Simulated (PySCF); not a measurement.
Several orderings of computed values.

Each SMILES stands for a single optimised conformer of the isolated species, non-relativistic unless stated. Electronic properties by PySCF.

Dipoles, sizes and rotational constants follow the conformer. The torsions of the flexible species, by atom-mapped SMILES:
- `[CH3:1][O:2][C@H:3]([O:4][SiH3:5])[SiH2:6][CH:7]=[C:8]=[O:9]`: C1–O2–C3–O4 -70°, O2–C3–O4–Si5 149°, O2–C3–Si6–C7 -65°, C3–Si6–C7–C8 11°
- `[CH:1]#[C:2][SiH2:3][O:4][SiH:5]([O:6][CH3:7])[O:8][CH3:9]`: C2–Si3–O4–Si5 -72°, Si3–O4–Si5–O6 -80°, O4–Si5–O6–C7 178°, O4–Si5–O8–C9 51°
- `[O:1]=[CH:2][SiH2:3]/[C:4]([F:5])=[CH:6]\[SiH2:7][O:8][SiH3:9]`: O1–C2–Si3–C4 115°, C2–Si3–C4–F5 113°, C4–C6–Si7–O8 -1°, C6–Si7–O8–Si9 172°
- `[F:1]/[C:2](=[CH:3]/[SiH2:4][O:5][SiH3:6])[SiH2:7][CH2:8][SiH3:9]`: C2–C3–Si4–O5 -14°, C3–Si4–O5–Si6 180°, F1–C2–Si7–C8 -103°, C2–Si7–C8–Si9 -178°
- `[O:1]=[CH:2][C@@H:3]1[CH2:4][C@:5]1([Cl:6])[CH2:7][O:8][SiH3:9]`: O1–C2–C3–C4 19°, C4–C5–C7–O8 -142°, C5–C7–O8–Si9 153°
- `[CH3:1][C@@H:2]([Cl:3])/[C:4]([CH:5]=[O:6])=[CH:7]/[O:8][SiH3:9]`: C1–C2–C4–C5 114°, C2–C4–C5–O6 -178°, C4–C7–O8–Si9 -3°
- `[Cl:1][CH:2]([Cl:3])[CH2:4][CH2:5][SiH2:6][CH:7]([Cl:8])[Cl:9]`: Cl1–C2–C4–C5 174°, C2–C4–C5–Si6 175°, C4–C5–Si6–C7 53°, C5–Si6–C7–Cl8 174°
- `[CH3:1][N:2]([CH3:3])/[CH:4]=[CH:5]/[S-:6]`: C1–N2–C4–C5 117°
- `[CH3:1][CH2:2][CH:3]=[C:4]([CH3:5])[CH3:6]`: C1–C2–C3–C4 -105°

The conformers of `C=C[Si@@](O)(C=O)[SiH2]OC` aren't listed.

**Question.** Rank by HOMO–LUMO gap, highest first (PBE0/pcSseg-1 at GFN2-xTB geometries).
A. `[SiH2](/C=C(/F)[SiH2]C=O)O[SiH3]`
B. `F/C(=C/[SiH2]O[SiH3])[SiH2]C[SiH3]`
C. `C[C@@H](Cl)/C(C=O)=C/O[SiH3]`
D. `[SiH2](C=C=O)[C@H](OC)O[SiH3]`
E. `C#C[SiH2]O[SiH](OC)OC`
F. `O=C[C@@H]1C[C@]1(Cl)CO[SiH3]`

**Answer.** E (7.84 eV), B (6.84 eV), F (6.48 eV), D (6.28 eV), A (5.42 eV), C (5.20 eV).

**Question.** Give the two extremes of that set in kcal/mol.

**Answer.** `C[C@@H](Cl)/C(C=O)=C/O[SiH3]`: 120 kcal/mol; `C#C[SiH2]O[SiH](OC)OC`: 181 kcal/mol.

**Question.** Rank by HOMO energy, lowest first (PBE0/pcSseg-1 at GFN2-xTB geometries).
A. `C#C[SiH2]O[SiH](OC)OC`
B. `C=C[Si@@](O)(C=O)[SiH2]OC`
C. `F/C(=C/[SiH2]O[SiH3])[SiH2]C[SiH3]`
D. `[SiH2](C=O)/C(F)=C\[SiH2]O[SiH3]`
E. `CO[C@H](O[SiH3])[SiH2]C=C=O`

**Answer.** A (-8.21 eV), C (-7.62 eV), D (-7.23 eV), E (-7.12 eV), B (-6.76 eV).

**Question.** Rank by dipole moment, highest first (PBE0/pcSseg-1 at GFN2-xTB geometries).
A. `O=C[SiH2]/C(F)=C\[SiH2]O[SiH3]`
B. `C[C@@H](Cl)/C(C=O)=C/O[SiH3]`
C. `ClC(Cl)CC[SiH2]C(Cl)Cl`
D. `O([SiH](OC)OC)[SiH2]C#C`
E. `F/C(=C/[SiH2]O[SiH3])[SiH2]C[SiH3]`
F. `CO[C@H](O[SiH3])[SiH2]C=C=O`

**Answer.** B (2.31 D), E (1.80 D), D (1.63 D), F (1.30 D), C (0.84 D), A (0.38 D).

**Question.** Give the two extremes of that set in atomic units.

**Answer.** `O=C[SiH2]/C(F)=C\[SiH2]O[SiH3]`: 0.15 au; `C[C@@H](Cl)/C(C=O)=C/O[SiH3]`: 0.91 au.

**Question.** Rank by smallest rotational constant, lowest first (GFN2-xTB).
A. `F/C(=C/[SiH2]O[SiH3])[SiH2]C[SiH3]`
B. `CN(C)/C=C/[S-]`
C. `CCC=C(C)C`
D. `ClC([SiH2]CCC(Cl)Cl)Cl`
E. `O=C[C@@H]1C[C@]1(Cl)CO[SiH3]`

**Answer.** D (0.246 GHz), A (0.381 GHz), E (0.639 GHz), B (1.151 GHz), C (1.685 GHz).
